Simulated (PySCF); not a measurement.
A GIAO shielding run with PySCF (density fitting, non-relativistic, gas phase) on `InChI=1S/C4H8SSi/c1-3-4-6-5-2/h6H2,1-2H3`:

```
$ OMP_NUM_THREADS=1 python probes_run.py task.json out

{"job": {"kind": "nmr", "xc": "PBE0", "basis": "pcSseg-1"}, "charge": 0, "multiplicity": 1}
C      2.628518     1.241599     0.435066
C      1.631889     0.226489     0.187314
C      0.814300    -0.638044    -0.012254
Si    -0.506603    -1.871529    -0.365892
S     -2.109378    -0.841133    -1.376989
C     -2.444459     0.469761    -0.161422
H      3.569589     0.962411    -0.038230
H      2.791028     1.351138     1.507160
H      2.297366     2.196278     0.026649
H     -1.033238    -2.384475     0.898960
H     -0.090946    -2.889817    -1.315338
H     -3.215300     1.105878    -0.583898
H     -1.537785     1.042649     0.010170
H     -2.795659     0.028324     0.766537
```

Hardware: 1 thread of an Arm Neoverse V1, shared host. The job also computes population analyses, field gradients.

(1) How large is the calculation?

(2) How long does it take, and how much memory does it need?

## Answers

(1) 62 electrons, 156 basis functions and 854 auxiliary functions.

(2) 17 s of wall time, with 14 SCF cycles and 5 response iterations; peak memory 0.71 GiB. Times on a shared host scatter by some tens of per cent.
